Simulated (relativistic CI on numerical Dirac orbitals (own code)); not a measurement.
Energy levels of W⁶⁰⁺

Calculated at this level of theory: Dirac-Coulomb-Breit CI, orbitals from a KLI potential per configuration, a model potential for QED, unscaled Slater integrals (own radial code, finite nucleus).

Configuration list (outside the closed core [Ne]): 3s²3p², 3s²3p3d, 3s3p³, 3s²3d², 3p⁴, 3s3p²3d, 3p²3d², 3s3p3d², 3p³3d, 3s²3d4s, 3s²3d4p, 3s3p3d4s, 3p³4s, 3s²3p4s, 3s3p3d4p, 3p³4p. Levels of other configurations are missing.

The lowest level is 3s²3p² ³P0, with 69 % of that term; Hund's rules for 3s²3p² give ³P with J = 0, in agreement.

```
No.  Configuration  Term  J   E (Ry)   %  Landé g  Lifetime (s)
  1         3s²3p²    ³P  0   0.0000  69                       
  2         3s²3p²    ³P  1  25.5594  99    1.488      3.78e-09
  3         3s²3p²    ¹D  2  26.2603  64    1.162      2.18e-07
  4          3s3p³   ³P°  2  37.9631  46    1.523      3.71e-11
  5          3s3p³   ³D°  1  40.0339  28    1.043      1.27e-12
  6        3s²3p3d   ³F°  2  41.7774  74    0.753      9.92e-11
  7        3s²3p3d   ³D°  1  45.0708  43    0.881      2.12e-13
  8        3s²3p3d   ³P°  2  49.1914  45    1.285      2.95e-12
  9        3s²3p3d   ³F°  3  49.2775  51    1.104      4.58e-12
 10         3s²3p²    ³P  2  52.3452  64    1.310      1.28e-09
 11         3s²3p²    ¹S  0  53.8657  68               1.06e-09
 12        3s3p²3d    ³D  1  54.5163  44    0.440      1.74e-11
 13        3s3p²3d    ³D  2  55.0664  30    1.127      1.79e-11
 14        3s3p²3d    ³D  3  61.5879  34    1.344      3.97e-12
 15        3s3p²3d    ³F  2  62.6380  28    1.024      3.56e-12
 16          3s3p³   ³D°  2  62.8933  50    1.525      1.79e-12
 17          3s3p³   ³D°  3  64.2710  94    1.310      2.65e-12
 18          3s3p³   ³P°  0  65.1203  86               1.48e-12
 19          3s3p³   ³P°  1  66.2314  34    1.268      8.74e-13
 20          3s3p³   ¹D°  2  66.2319  55    1.082      6.97e-13
 21          3s3p³   ³S°  1  67.1135  32    1.341      2.99e-13
 22        3s²3p3d   ³F°  3  70.1351  44    1.083      4.35e-13
 23        3s²3p3d   ³D°  2  70.4739  39    1.058      2.01e-13
 24        3s²3p3d   ³P°  1  70.5046  46    1.118      2.52e-13
 25        3s²3p3d   ³P°  0  70.5824  86               3.00e-13
 26        3s²3p3d   ³F°  4  74.2732  99    1.237      2.21e-09
 27        3s²3p3d   ³P°  2  74.9930  44    1.229      5.13e-12
 28        3s²3p3d   ³D°  3  76.7385  60    1.198      1.54e-12
 29        3s²3p3d   ¹P°  1  77.4851  63    1.072      2.18e-12
 30        3s3p²3d    ⁵F  2  77.8888  24    1.165      2.63e-12
 31        3s3p²3d    ⁵D  0  78.3858  74               1.38e-11
 32        3s3p²3d    ⁵D  1  78.5994  51    1.134      1.44e-11
 33        3s3p²3d    ⁵F  3  79.0278  43    1.130      1.33e-11
 34            3p⁴    ³P  2  79.3690  30    1.188      8.27e-13
 35            3p⁴    ¹S  0  80.2720  44               6.73e-13
 36        3s3p²3d    ³G  4  80.3083  30    1.159      3.47e-11
 37        3s3p²3d    ³F  2  81.3403  58    0.906      7.42e-13
 38        3s3p²3d    ³D  3  81.8508  32    1.274      4.25e-13
 39        3s3p²3d    ⁵P  1  82.2057  29    1.689      3.84e-13
 40        3s3p²3d    ³D  2  82.3552  27    1.382      2.85e-13
 41        3s3p²3d    ³G  3  82.5688  45    0.941      4.05e-13
 42        3s3p²3d    ³D  1  82.6669  44    0.822      3.31e-13
 43        3s3p²3d    ⁵D  4  84.3251  47    1.382      1.07e-10
 44        3s3p²3d    ³D  1  84.5161  48    0.949      2.03e-13
 45        3s3p²3d    ³F  2  84.6780  32    0.957      2.16e-13
 46        3s3p²3d    ³P  0  84.8222  56               2.67e-13
 47        3s3p²3d    ³P  2  85.9430  33    1.337      1.68e-12
 48        3s3p²3d    ³G  5  86.0771  59    1.268      4.58e-11
 49        3s3p²3d    ³F  3  86.7097  44    1.263      2.11e-12
 50        3s3p²3d    ³D  3  87.5047  63    1.295      1.53e-12
 51        3s3p²3d    ³P  1  87.5299  40    1.159      1.38e-12
 52        3s3p²3d    ³P  2  87.6783  21    1.036      4.39e-13
 53        3s3p²3d    ³F  4  87.7200  41    1.165      3.03e-12
 54         3s²3d²    ³F  2  88.4672  37    0.914      1.81e-13
 55        3s3p²3d    ³D  3  88.5847  39    1.190      5.29e-13
 56        3s3p²3d    ³F  4  88.8241  47    1.144      7.69e-13
 57        3s3p²3d    ³D  1  89.0027  39    0.933      1.08e-12
 58        3s3p²3d    ³S  1  89.9169  27    1.330      1.11e-12
 59        3s3p²3d    ³P  0  89.9474  42               2.33e-13
 60        3s3p²3d    ¹F  3  90.0545  37    1.085      5.20e-13
 61        3s3p²3d    ³D  2  90.1084  26    1.169      7.93e-13
 62        3s3p²3d    ¹S  0  90.3553  37               2.05e-13
 63        3s3p²3d    ³D  2  90.7240  33    1.170      3.13e-13
 64          3s3p³   ³P°  2  91.7807  50    1.436      4.56e-13
 65         3s²3d²    ³F  3  93.3203  78    1.080      2.42e-13
 66          3p³3d   ³F°  2  93.9514  22    0.923      2.78e-12
 67         3s²3d²    ¹G  4  94.1140  59    1.078      3.09e-13
 68         3s²3d²    ³P  2  94.1942  40    1.180      2.24e-13
 69          3s3p³   ¹P°  1  94.3087  36    1.183      2.02e-13
 70         3s²3d²    ³P  1  94.5184  81    1.483      2.27e-13
```

Energies count from the lowest computed level; ° marks odd parity; lifetimes are radiative, by E1, M1, E2, M2 decay to levels of this space only.

The mean weight of the leading LS term, summed over parents, in these 70 levels is 48 %, and that of the leading jj configuration (from the same eigenvectors) 87 %, so jj coupling describes them better and the LS labels are nominal.

At this charge energies of transitions that change n are usually good to better than 1 %, and those within a shell (Δn = 0) to a few per cent.

LS names give the leading component of a level, which can be under half, so a name can repeat, a term be missing and a line seem to break the LS rules.
